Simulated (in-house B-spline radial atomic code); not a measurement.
**RPA and G0W0 on TPSS: neutral manganese**

Configuration [Ar] 3d5 4s2, highest spin, mean-field start TPSS. Computed with a B-spline radial code for spherical atoms: all electrons, non-relativistic, point nucleus, each spin shell either full or empty, empty states to l = 9 with an (l + 1/2)⁻⁴ tail; G0W0 by contour deformation at full frequency.

Command:
```bash
python run_gw.py task.json out
```
Settings (radii: box in bohr, nucleus in fm):
```
Z                        25
electrons                25
configuration            [Ar] 3d5 4s2
hamiltonian              nr
method                   tpss,tpss
lmax                     9
spin_polarised           True
box_radius               40
intervals                54
ion_configuration        [Ar] 3d5 4s1
```

Cost of the run: 5.6 s on 1 thread of Arm Neoverse V1, on a shared host.

Energies (hartree):

```
                                     term        value
                         mean-field total  -1151.02216
Hartree-Fock functional on these orbitals  -1149.84521
                      direct second order      -2.0312
                    second-order exchange       0.6713
                         SOSEX correction      0.58392
```

Problem. What is the RPA correlation energy, and what remains with SOSEX?

Solution. RPA gives -1.6767 hartree (-1.82 eV per electron); RPA + SOSEX gives -1.0927, and the second-order doubles -1.3599 hartree (no singles). SOSEX takes back 35 % of the RPA value.

Quasi-particle levels (eV):

| level | occupied | mean field | Σx - vxc | Σc | QP weight | G0W0 |
| --- | --- | --- | --- | --- | --- | --- |
| 4s down | yes | -4.379 | -1.75 | ? | ? | ? |

G0W0 = mean field + (Σx - vxc) + Σc, with Σc (partial-wave tail included) taken at the quasi-particle energy. Only the outer levels were computed. Levels of low weight are left out.

Problem. Where does G0W0 put 4s down?

Solution. At -7.316 eV, with Σc = -1.18 eV and a quasi-particle weight of 0.779. The tabulated removal energy is 7.434 eV (NIST, measured); the calculation leaves out relativity, Breit and QED terms, and what these don't explain is the method's own error.

Problem. What does it cost to remove one electron (to [Ar] 3d5 4s1) by differences of total energies, each species on its own start (correlation terms add to the Hartree-Fock functional)?

Solution. TPSS 7.028 eV, Hartree-Fock functional 5.832 eV, + RPA 7.714 eV, + RPA + SOSEX 7.279 eV, + second order 8.421 eV. Tabulated: 7.434 eV (NIST, measured); the calculation leaves out relativity, Breit and QED terms, and what these don't explain is the method's own error.
